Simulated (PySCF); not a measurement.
```xyz
4
charge 0 multiplicity 1, angstrom
Ti    0.0000    0.1646    0.3275
O     0.0000   -0.2200    1.8759
Cl    1.9808   -0.0783   -0.6574
Cl   -1.9808   -0.0783   -0.6574
```

All numbers come from PBE in PySCF with Ti def2-SVP, O def2-SVP, Cl def2-SVP; no relativity; density-fitted integrals.

This geometry of TiOCl₂ is a stationary point at this level.

(1) What is the point group?

(2) Is it a minimum?

(3) List the harmonic modes with their infrared intensities.

(4) What are the dipole moment and the gap between the highest occupied and lowest empty levels?

Results:

(1) Cs.

(2) Yes: all harmonic wavenumbers are real.

(3) 
| symmetry | ω (cm⁻¹) | IR (km/mol) |
| --- | --- | --- |
| a' | 60 | 47.1 |
| a' | 127 | 11.0 |
| a'' | 219 | 0.0 |
| a' | 384 | 20.8 |
| a'' | 506 | 134 |
| a' | 1086 | 166 |

(4) 1.97 D and 2.89 eV.

Only a few start shapes were tried, so a lower isomer may exist.
